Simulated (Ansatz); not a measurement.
Program: Ansatz. Geometries: PBE0-D4/def2-TZVP. ΔE: electronic, gas phase. CCSD(T)/CBS adds triple-zeta CCSD(T) − MP2 to the extrapolated MP2 energy (def2 sets, frozen cores). This one scheme is used for every species. Functionals use def2-TZVPP. B3LYP here is the variant with VWN-RPA as its local correlation; programs differ in this. One conformer a species, not always the lowest.

Consider the formal hydrolysis of the Si–C bond: `C[SiH2]C[SiH2]O` + H₂O → `C[SiH2]O` + `C[SiH2]O`.

`C[SiH2]C[SiH2]O`:

Cartesian coordinates in Å:
```
C 0.462 -1.696 -1.344
Si 1.168 -0.933 0.211
C 0.543 0.817 0.476
Si -1.308 0.987 0.597
O -1.791 2.484 1.097
H 0.704 -1.091 -2.221
H 0.870 -2.697 -1.503
H -0.626 -1.781 -1.285
H 2.656 -0.917 0.124
H 0.796 -1.762 1.391
H 0.987 1.199 1.402
H 0.913 1.445 -0.343
H -1.904 0.668 -0.733
H -1.848 0.053 1.615
H -1.620 3.225 0.516
```

H₂O:

Z-matrix (Å, degrees):
```
O
H 1 0.960
H 1 0.960 2 105.1
```

`C[SiH2]O`:

Z-matrix (Å, degrees):
```
C
Si 1 1.863
H 1 1.093 2 111.0
H 1 1.094 2 110.2 3 119.8
H 1 1.093 2 111.5 3 -120.7
O 2 1.652 1 112.6 3 57.7
H 2 1.492 1 108.9 3 -179.5
H 2 1.483 1 110.6 3 -59.4
H 6 0.957 2 117.7 1 68.6
```

`C[SiH2]O`:

Cartesian coordinates in Å:
```
C 0.898 0.089 -0.750
Si -0.501 -0.448 0.358
O -0.877 0.684 1.500
H 1.144 -0.706 -1.460
H 1.794 0.314 -0.167
H 0.632 0.978 -1.327
H -0.121 -1.658 1.128
H -1.694 -0.754 -0.484
H -1.275 1.502 1.202
```

(1) Is it downhill or uphill in electronic energy at CCSD(T)/CBS, and by how much? (An estimate is asked.)

(2) What do these levels give: B3LYP-D4, ωB97X-V, B2PLYP, PBE0, B3LYP, MP2/def2-TZVPP, CCSD/def2-TZVPP, HF/def2-QZVPP, SCS-MP2/def2-QZVPP, HF/CBS(def2), MP2/CBS(def2), CCSD/CBS(def2)? (Best estimate.)

Largest T1 diagnostic among the species: 0.011.

Answers

(1) Ansatz gave: Downhill: ΔE = -82.5 kJ/mol.

(2) Computed: B3LYP-D4 -88.4, ωB97X-V -87.3, B2PLYP -95.5, PBE0 -84.9, B3LYP -99.8, MP2/def2-TZVPP -84.4, CCSD/def2-TZVPP -87.8, HF/def2-QZVPP -110.7, SCS-MP2/def2-QZVPP -89.4, HF/CBS(def2) -110.8, MP2/CBS(def2) -82.6, CCSD/CBS(def2) -86.0 kJ/mol.

In def2-TZVPP, CCSD(T) changes the Hartree–Fock value by +25.9 kJ/mol (the triples alone add +3.5 kJ/mol) and MP2 by +25.8 kJ/mol. The D4 term adds +11.4 kJ/mol with B3LYP and +6.7 kJ/mol with PBE0; it sums over pairs of atoms, weighted by their polarisabilities, and B3LYP, whose exchange is more repulsive, gets the larger term.
